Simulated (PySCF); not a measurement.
## Calculated data, AlBH3

Computed with PySCF 2.14.0. Calculation on a computer-drawn molecule: vertical ionisation energy to the stated ion spin, frozen-core CCSD(T) at the basis limit and cheaper methods, single-reference cases, UHF for radicals, no spin-orbit; all values are single points at the evaluated structure, the first of each entry, which is the reference or a displaced copy of it and isn't optimised; the reference structure only sets the zero of the energies above reference; triples share is (T) over the correlation energy.

Common to all runs: charge 0; multiplicity 2; ion multiplicity 1; diffuse functions no; basis cc-pV(n+d)Z; reference is the Hartree-Fock double-zeta minimum; best is HF at quadruple zeta + MP2 correlation extrapolated from triple and quadruple zeta + CCSD(T) minus MP2 at triple zeta; basis step is the size of the change from the same recipe one zeta lower.

```json
{"entry": 1, "formula": "AlBH3", "evaluated_structure": {"atoms_angstrom": [["B", -0.833, -1.2906, 2.681], ["Al", -0.4471, -0.3787, 0.7969], ["H", -0.4109, -0.8188, 3.7046], ["H", -1.5915, -2.2192, 2.7845], ["H", 0.7411, -0.722, -0.2052]]}, "reference_structure": {"atoms_angstrom": [["B", -0.833, -1.2906, 2.681], ["Al", -0.4471, -0.3787, 0.7969], ["H", -0.4109, -0.8188, 3.7046], ["H", -1.5915, -2.2192, 2.7845], ["H", 0.7411, -0.722, -0.2052]]}, "given": {"drawn_bonds_atom": [1, 1, 1, 2], "drawn_bonds_other_atom": [2, 3, 4, 5], "drawn_bonds_order": [1, 1, 1, 1]}, "results": {"ionisation_energy_best [eV]": 7.435, "ionisation_energy_basis_step [eV]": 0.02796, "energy_above_reference_best [kcal/mol]": 0.0, "energy_above_reference_basis_step [kcal/mol]": 0.0, "triple_zeta_method": ["HF", "PBE", "r2SCAN", "B3LYP", "wB97X", "MP2", "CCSD", "CCSD(T)"], "triple_zeta_ionisation_energy [eV]": [7.056, 7.615, 7.712, 7.562, 7.394, 7.286, 7.371, 7.408], "triple_zeta_energy_above_reference [kcal/mol]": [0.0, 0.0, 0.0, 0.0, 0.0, 0.0, 0.0, 0.0], "total_energy_HF_triple_zeta [hartree]": -268.2850, "total_energy_CCSD(T)_triple_zeta [hartree]": -268.4847, "total_energy_best [hartree]": -268.5064, "T1_diagnostic_at_triple_zeta": 0.03341, "D1_diagnostic_at_triple_zeta": 0.1224, "spin_squared_at_triple_zeta": 0.8101, "ion_T1_diagnostic_at_triple_zeta": 0.01174, "ion_D1_diagnostic_at_triple_zeta": 0.02406, "triples_share_at_triple_zeta": 0.03069, "basis_functions_triple_zeta": 111, "dipole_magnitude_HF_at_triple_zeta [debye]": 0.2427, "dipole_magnitude_CCSD_unrelaxed_at_triple_zeta [debye]": 0.7345, "dipole_magnitude_PBE_at_triple_zeta [debye]": 1.24, "dipole_magnitude_r2SCAN_at_triple_zeta [debye]": 1.117, "dipole_magnitude_B3LYP_at_triple_zeta [debye]": 1.012, "dipole_magnitude_wB97X_at_triple_zeta [debye]": 0.6204}}
{"entry": 2, "formula": "AlBH3", "evaluated_structure": {"atoms_angstrom": [["B", -0.8377, -1.2055, 2.6217], ["Al", -0.4647, -0.4011, 0.7798], ["H", -0.3947, -0.7907, 3.7158], ["H", -1.5896, -2.1767, 2.8234], ["H", 0.7437, -0.7428, -0.2415]]}, "reference_structure": {"atoms_angstrom": [["B", -0.833, -1.2906, 2.681], ["Al", -0.4471, -0.3787, 0.7969], ["H", -0.4109, -0.8188, 3.7046], ["H", -1.5915, -2.2192, 2.7845], ["H", 0.7411, -0.722, -0.2052]]}, "given": {"drawn_bonds_atom": [1, 1, 1, 2], "drawn_bonds_other_atom": [2, 3, 4, 5], "drawn_bonds_order": [1, 1, 1, 1]}, "results": {"ionisation_energy_best [eV]": 7.505, "ionisation_energy_basis_step [eV]": 0.02656, "energy_above_reference_best [kcal/mol]": 1.937, "energy_above_reference_basis_step [kcal/mol]": 0.1851, "triple_zeta_method": ["HF", "PBE", "r2SCAN", "B3LYP", "wB97X", "MP2", "CCSD", "CCSD(T)"], "triple_zeta_ionisation_energy [eV]": [7.112, 7.692, 7.786, 7.634, 7.456, 7.35, 7.439, 7.479], "triple_zeta_energy_above_reference [kcal/mol]": [3.105, 1.066, 1.4, 1.86, 1.818, 2.376, 2.116, 2.002], "total_energy_HF_triple_zeta [hartree]": -268.2800, "total_energy_CCSD(T)_triple_zeta [hartree]": -268.4815, "total_energy_best [hartree]": -268.5033, "T1_diagnostic_at_triple_zeta": 0.03476, "D1_diagnostic_at_triple_zeta": 0.1285, "spin_squared_at_triple_zeta": 0.8043, "ion_T1_diagnostic_at_triple_zeta": 0.01204, "ion_D1_diagnostic_at_triple_zeta": 0.02418, "triples_share_at_triple_zeta": 0.03133, "basis_functions_triple_zeta": 111, "dipole_magnitude_HF_at_triple_zeta [debye]": 0.3954, "dipole_magnitude_CCSD_unrelaxed_at_triple_zeta [debye]": 0.9455, "dipole_magnitude_PBE_at_triple_zeta [debye]": 1.408, "dipole_magnitude_r2SCAN_at_triple_zeta [debye]": 1.303, "dipole_magnitude_B3LYP_at_triple_zeta [debye]": 1.211, "dipole_magnitude_wB97X_at_triple_zeta [debye]": 0.8603}}
{"entry": 3, "formula": "AlBH3", "evaluated_structure": {"atoms_angstrom": [["B", -0.8974, -1.2185, 2.6396], ["Al", -0.4912, -0.3117, 0.7937], ["H", -0.468, -0.8038, 3.7327], ["H", -1.6131, -2.1636, 2.8491], ["H", 0.6975, -0.6607, -0.2684]]}, "reference_structure": {"atoms_angstrom": [["B", -0.833, -1.2906, 2.681], ["Al", -0.4471, -0.3787, 0.7969], ["H", -0.4109, -0.8188, 3.7046], ["H", -1.5915, -2.2192, 2.7845], ["H", 0.7411, -0.722, -0.2052]]}, "given": {"drawn_bonds_atom": [1, 1, 1, 2], "drawn_bonds_other_atom": [2, 3, 4, 5], "drawn_bonds_order": [1, 1, 1, 1]}, "results": {"ionisation_energy_best [eV]": 7.479, "ionisation_energy_basis_step [eV]": 0.02604, "energy_above_reference_best [kcal/mol]": 1.549, "energy_above_reference_basis_step [kcal/mol]": 0.06096, "triple_zeta_method": ["HF", "PBE", "r2SCAN", "B3LYP", "wB97X", "MP2", "CCSD", "CCSD(T)"], "triple_zeta_ionisation_energy [eV]": [7.102, 7.655, 7.752, 7.604, 7.433, 7.332, 7.415, 7.453], "triple_zeta_energy_above_reference [kcal/mol]": [1.983, 1.08, 1.308, 1.562, 1.484, 1.681, 1.586, 1.55], "total_energy_HF_triple_zeta [hartree]": -268.2818, "total_energy_CCSD(T)_triple_zeta [hartree]": -268.4822, "total_energy_best [hartree]": -268.5039, "T1_diagnostic_at_triple_zeta": 0.03304, "D1_diagnostic_at_triple_zeta": 0.1214, "spin_squared_at_triple_zeta": 0.802, "ion_T1_diagnostic_at_triple_zeta": 0.01209, "ion_D1_diagnostic_at_triple_zeta": 0.02461, "triples_share_at_triple_zeta": 0.03088, "basis_functions_triple_zeta": 111, "dipole_magnitude_HF_at_triple_zeta [debye]": 0.308, "dipole_magnitude_CCSD_unrelaxed_at_triple_zeta [debye]": 0.8004, "dipole_magnitude_PBE_at_triple_zeta [debye]": 1.297, "dipole_magnitude_r2SCAN_at_triple_zeta [debye]": 1.178, "dipole_magnitude_B3LYP_at_triple_zeta [debye]": 1.079, "dipole_magnitude_wB97X_at_triple_zeta [debye]": 0.695}}
{"entry": 4, "formula": "AlBH3", "evaluated_structure": {"atoms_angstrom": [["B", -0.8974, -1.2185, 2.6396], ["Al", -0.4912, -0.3117, 0.7937], ["H", -0.4852, -0.8204, 3.6888], ["H", -1.6131, -2.1636, 2.8491], ["H", 0.6975, -0.6607, -0.2684]]}, "reference_structure": {"atoms_angstrom": [["B", -0.833, -1.2906, 2.681], ["Al", -0.4471, -0.3787, 0.7969], ["H", -0.4109, -0.8188, 3.7046], ["H", -1.5915, -2.2192, 2.7845], ["H", 0.7411, -0.722, -0.2052]]}, "given": {"drawn_bonds_atom": [1, 1, 1, 2], "drawn_bonds_other_atom": [2, 3, 4, 5], "drawn_bonds_order": [1, 1, 1, 1]}, "results": {"ionisation_energy_best [eV]": 7.467, "ionisation_energy_basis_step [eV]": 0.02622, "energy_above_reference_best [kcal/mol]": 1.042, "energy_above_reference_basis_step [kcal/mol]": 0.03183, "triple_zeta_method": ["HF", "PBE", "r2SCAN", "B3LYP", "wB97X", "MP2", "CCSD", "CCSD(T)"], "triple_zeta_ionisation_energy [eV]": [7.087, 7.646, 7.742, 7.593, 7.421, 7.32, 7.403, 7.441], "triple_zeta_energy_above_reference [kcal/mol]": [1.371, 0.8008, 0.8462, 0.9985, 0.9837, 1.082, 1.088, 1.086], "total_energy_HF_triple_zeta [hartree]": -268.2828, "total_energy_CCSD(T)_triple_zeta [hartree]": -268.4830, "total_energy_best [hartree]": -268.5047, "T1_diagnostic_at_triple_zeta": 0.03299, "D1_diagnostic_at_triple_zeta": 0.1215, "spin_squared_at_triple_zeta": 0.8021, "ion_T1_diagnostic_at_triple_zeta": 0.01195, "ion_D1_diagnostic_at_triple_zeta": 0.02448, "triples_share_at_triple_zeta": 0.03064, "basis_functions_triple_zeta": 111, "dipole_magnitude_HF_at_triple_zeta [debye]": 0.2561, "dipole_magnitude_CCSD_unrelaxed_at_triple_zeta [debye]": 0.7522, "dipole_magnitude_PBE_at_triple_zeta [debye]": 1.255, "dipole_magnitude_r2SCAN_at_triple_zeta [debye]": 1.13, "dipole_magnitude_B3LYP_at_triple_zeta [debye]": 1.034, "dipole_magnitude_wB97X_at_triple_zeta [debye]": 0.646}}
{"entry": 5, "formula": "AlBH3", "evaluated_structure": {"atoms_angstrom": [["B", -0.8974, -1.2185, 2.6396], ["Al", -0.4912, -0.3117, 0.7937], ["H", -0.4011, -0.7392, 3.903], ["H", -1.6131, -2.1636, 2.8491], ["H", 0.6975, -0.6607, -0.2684]]}, "reference_structure": {"atoms_angstrom": [["B", -0.833, -1.2906, 2.681], ["Al", -0.4471, -0.3787, 0.7969], ["H", -0.4109, -0.8188, 3.7046], ["H", -1.5915, -2.2192, 2.7845], ["H", 0.7411, -0.722, -0.2052]]}, "given": {"drawn_bonds_atom": [1, 1, 1, 2], "drawn_bonds_other_atom": [2, 3, 4, 5], "drawn_bonds_order": [1, 1, 1, 1]}, "results": {"spin_squared_at_triple_zeta": null, "dipole_magnitude_PBE_at_triple_zeta [debye]": null, "triples_share_at_triple_zeta": null}}
{"entry": 6, "formula": "AlBH3", "evaluated_structure": {"atoms_angstrom": [["B", -0.8974, -1.2185, 2.6396], ["Al", -0.4912, -0.3117, 0.7937], ["H", -0.3656, -0.7049, 3.9934], ["H", -1.6131, -2.1636, 2.8491], ["H", 0.6975, -0.6607, -0.2684]]}, "reference_structure": {"atoms_angstrom": [["B", -0.833, -1.2906, 2.681], ["Al", -0.4471, -0.3787, 0.7969], ["H", -0.4109, -0.8188, 3.7046], ["H", -1.5915, -2.2192, 2.7845], ["H", 0.7411, -0.722, -0.2052]]}, "given": {"drawn_bonds_atom": [1, 1, 1, 2], "drawn_bonds_other_atom": [2, 3, 4, 5], "drawn_bonds_order": [1, 1, 1, 1]}, "results": {"dipole_magnitude_B3LYP_at_triple_zeta [debye]": null, "dipole_magnitude_CCSD_unrelaxed_at_triple_zeta [debye]": null}}
```

## Withheld values
1. Give the missing spin squared at triple zeta for AlBH3 (entry 5).
2. Estimate the dipole magnitude PBE at triple zeta of AlBH3 (entry 5).
3. What triples share at triple zeta does the calculation give for AlBH3 (entry 5)?
4. Give the missing dipole magnitude B3LYP at triple zeta for AlBH3 (entry 6).
5. What dipole magnitude CCSD unrelaxed at triple zeta does the calculation give for AlBH3 (entry 6)?

Calculated values
1. 0.8017
2. 1.506 debye
3. 0.03198
4. 1.484 debye
5. 1.209 debye

Further results for AlBH3 (entry 5):

| Item | Value |
| --- | --- |
| ionisation energy best | 7.53 eV |
| ionisation energy basis step | 0.02582 eV |
| energy above reference best | 11.28 kcal/mol |
| energy above reference basis step | 0.1435 kcal/mol |
| total energy HF triple zeta | -268.2650 hartree |
| total energy CCSD(T) triple zeta | -268.4669 hartree |
| total energy best | -268.4884 hartree |
| T1 diagnostic at triple zeta | 0.03342 |
| D1 diagnostic at triple zeta | 0.1213 |
| ion T1 diagnostic at triple zeta | 0.01303 |
| ion D1 diagnostic at triple zeta | 0.02561 |
| basis functions triple zeta | 111 |
| dipole magnitude HF at triple zeta | 0.6555 debye |
| dipole magnitude CCSD unrelaxed at triple zeta | 1.048 debye |
| dipole magnitude r2SCAN at triple zeta | 1.418 debye |
| dipole magnitude B3LYP at triple zeta | 1.319 debye |
| dipole magnitude wB97X at triple zeta | 0.9662 debye |

Triple zeta:
```
 method  ionisation energy (eV)  energy above reference (kcal/mol)
     HF                    7.17                              12.53
    PBE                   7.695                              9.923
 r2SCAN                   7.799                              10.88
  B3LYP                   7.652                              11.39
  wB97X                   7.488                              11.43
    MP2                   7.384                              12.02
   CCSD                   7.468                              11.36
CCSD(T)                   7.504                              11.15
```

Further results for AlBH3 (entry 6):

| Item | Value |
| --- | --- |
| ionisation energy best | 7.559 eV |
| ionisation energy basis step | 0.02616 eV |
| energy above reference best | 19.03 kcal/mol |
| energy above reference basis step | 0.1618 kcal/mol |
| total energy HF triple zeta | -268.2516 hartree |
| total energy CCSD(T) triple zeta | -268.4547 hartree |
| total energy best | -268.4761 hartree |
| T1 diagnostic at triple zeta | 0.03381 |
| D1 diagnostic at triple zeta | 0.1213 |
| spin squared at triple zeta | 0.8016 |
| ion T1 diagnostic at triple zeta | 0.01383 |
| ion D1 diagnostic at triple zeta | 0.02727 |
| triples share at triple zeta | 0.03272 |
| basis functions triple zeta | 111 |
| dipole magnitude HF at triple zeta | 0.8961 debye |
| dipole magnitude PBE at triple zeta | 1.646 debye |
| dipole magnitude r2SCAN at triple zeta | 1.578 debye |
| dipole magnitude wB97X at triple zeta | 1.156 debye |

Triple zeta:
```
 method  ionisation energy (eV)  energy above reference (kcal/mol)
     HF                   7.211                              20.97
    PBE                   7.718                              17.25
 r2SCAN                   7.826                              18.59
  B3LYP                    7.68                              19.17
  wB97X                    7.52                               19.5
    MP2                   7.414                              20.27
   CCSD                   7.497                              19.17
CCSD(T)                   7.532                              18.85
```
